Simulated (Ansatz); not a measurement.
Al6Ni⁻, relaxed as a doublet with UKS r2SCAN-D4/def2-SVPD in Ansatz, starting from the GFN1-xTB geometry. Force threshold 0.02 eV/Å.

The relaxation made no stability test and no search for a lower SCF solution. No other spin state of charge -1 was run. The structure comes from a short search, and lower isomers may exist.

Start:

Cartesian coordinates in Å:
```
Ni 0.988 -1.046 0.354
Al 0.090 -0.318 -2.550
Al 1.653 1.403 -1.437
Al -1.610 -1.672 -1.156
Al -0.533 0.786 2.388
Al -1.962 -1.072 1.326
Al 1.374 1.919 1.075
```

(1) Estimate the energy that the relaxation releases and the steps that it takes.

(2) Does the start keep its bonding and symmetry?

(3) Predict the relaxed structure.

Results:

(1) 81.8 kcal/mol, in 23 steps; 5.6 min on 4 threads of Arm Neoverse V2 on a shared host. The force fell under the threshold at step 22, but the optimiser went on. No frequencies were taken in this run, so the end may be a saddle point.

(2) Bonds formed: Ni1–Al2, Ni1–Al5 (atoms count from 1). Metal–metal contacts that move far: Ni1–Al7 3.08 to 2.35 Å, Ni1–Al4 3.07 to 2.35 Å, Ni1–Al6 3.11 to 2.42 Å, Ni1–Al3 3.11 to 2.42 Å. The end is the same structure that another start reached. Point group C2 at the start, C2v at the end, both within 0.05 Å.

(3) 
```xyz
7

Ni    0.457   -0.482    0.166
Al   -0.547   -0.163   -2.013
Al    0.945    1.614   -0.945
Al   -0.590   -2.398   -0.691
Al   -0.435    1.200    1.657
Al   -1.926   -0.578    0.589
Al    2.098    0.808    1.237
```
Bond lengths (bridged metal pairs left out): 6 × Al–Ni 2.35 to 2.42 Å; 6 × Al–Al 2.55 to 2.60 Å.
